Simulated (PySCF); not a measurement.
**Two-component Hartree-Fock for Ag (silver, neutral)**

Start: [Kr] 4d9 5s1 6s1; 4d3/2 filled at m_j = -3/2, -1/2, +1/2, +3/2; 4d5/2 filled at m_j = -3/2, -1/2, +1/2, +3/2, +5/2; 5s1/2 filled at m_j = +1/2; 6s1/2 filled at m_j = +1/2. Calculated with PySCF 2.14 in x2c-SVPall-2c with one added diffuse shell each of s, p, d type (7s9p7d1f, 76 functions): generalised Hartree-Fock with the X2C-1e Hamiltonian and a Gaussian nucleus; one run each with spin-orbit coupling (SO) switched off, then screened by Boettger's factors. This is a chosen level, not necessarily the ground level.

```json
{"spinor shell": "1s1/2", "electrons": "2", "ε, spin-free (eV)": "-25651.8", "ε, screened SO (eV)": "-25649.9", "weight of nominal j (screened SO)": "1.000", "rms radius, screened SO (bohr)": "0.0357"}
{"spinor shell": "2s1/2", "electrons": "2", "ε, spin-free (eV)": "-3870.7", "ε, screened SO (eV)": "-3870.1", "weight of nominal j (screened SO)": "1.000", "rms radius, screened SO (bohr)": "0.146"}
{"spinor shell": "2p1/2", "electrons": "2", "ε, spin-free (eV)": "-3467.0", "ε, screened SO (eV)": "-3588.6", "weight of nominal j (screened SO)": "1.000", "rms radius, screened SO (bohr)": "0.127"}
{"spinor shell": "2p3/2", "electrons": "4", "ε, spin-free (eV)": "-3467.0", "ε, screened SO (eV)": "-3410.8", "weight of nominal j (screened SO)": "1.000", "rms radius, screened SO (bohr)": "0.131"}
{"spinor shell": "3s1/2", "electrons": "2", "ε, spin-free (eV)": "-754.73", "ε, screened SO (eV)": "-754.57", "weight of nominal j (screened SO)": "1.000", "rms radius, screened SO (bohr)": "0.392"}
{"spinor shell": "3p1/2", "electrons": "2", "ε, spin-free (eV)": "-618.59", "ε, screened SO (eV)": "-640.79", "weight of nominal j (screened SO)": "1.000", "rms radius, screened SO (bohr)": "0.387"}
{"spinor shell": "3p3/2", "electrons": "4", "ε, spin-free (eV)": "-618.59", "ε, screened SO (eV)": "-608.22", "weight of nominal j (screened SO)": "1.000", "rms radius, screened SO (bohr)": "0.398"}
{"spinor shell": "3d3/2", "electrons": "4", "ε, spin-free (eV)": "-404.20", "ε, screened SO (eV)": "-408.07", "weight of nominal j (screened SO)": "0.999", "rms radius, screened SO (bohr)": "0.374"}
{"spinor shell": "4s1/2", "electrons": "2", "ε, spin-free (eV)": "-126.02", "ε, screened SO (eV)": "-125.97", "weight of nominal j (screened SO)": "1.000", "rms radius, screened SO (bohr)": "0.979"}
{"spinor shell": "4p1/2", "electrons": "2", "ε, spin-free (eV)": "-84.045", "ε, screened SO (eV)": "-88.494", "weight of nominal j (screened SO)": "0.986", "rms radius, screened SO (bohr)": "1.05"}
{"spinor shell": "4p3/2", "electrons": "4", "ε, spin-free (eV)": "-84.045", "ε, screened SO (eV)": "-81.922", "weight of nominal j (screened SO)": "0.993", "rms radius, screened SO (bohr)": "1.08"}
{"spinor shell": "4d3/2", "electrons": "4", "ε, spin-free (eV)": "-23.288", "ε, screened SO (eV)": "-23.949", "weight of nominal j (screened SO)": "0.892", "rms radius, screened SO (bohr)": "1.43"}
{"spinor shell": "4d5/2", "electrons": "5", "ε, spin-free (eV)": "-23.288", "ε, screened SO (eV)": "-22.776", "weight of nominal j (screened SO)": "0.913", "rms radius, screened SO (bohr)": "1.45"}
{"spinor shell": "5s1/2", "electrons": "1", "ε, spin-free (eV)": "-11.885", "ε, screened SO (eV)": "-11.887", "weight of nominal j (screened SO)": "1.000", "rms radius, screened SO (bohr)": "3.15"}
{"spinor shell": "6s1/2", "electrons": "1", "ε, spin-free (eV)": "-2.397", "ε, screened SO (eV)": "-2.397", "weight of nominal j (screened SO)": "1.000", "rms radius, screened SO (bohr)": "9.09"}
```

**Question.** Where does 3d5/2 lie, and what is the 3d spin-orbit splitting (screened SO)?

**Answer.** At -401.44 eV, 6.632 eV above 3d3/2.

```tsv
quantity	spin-free	screened SO
E (hartree)	-5311.53666	-5312.50105
M_J	7/2	7/2
⟨J²⟩	15.756	15.756
⟨L²⟩	6.005	6.019
⟨S²⟩	3.750	3.765
```

Each row is a mean over spinors that exchange with the open shell spreads, by up to 5.464 eV (4p3/2).

Rows whose weight is well below 1 are mixtures of j = l ± 1/2: exchange outweighs spin-orbit coupling there, and the label is only the starting occupation.

Breit and QED terms are absent; they matter most for the inner s and p1/2 levels.

Densities and radii are taken from the X2C orbitals without a picture-change correction, which distorts them close to the nucleus.

Without spin-orbit coupling the j labels of p, d and f shells carry no meaning; the spin-free column gives the mean over the occupied spinors of each nl shell.
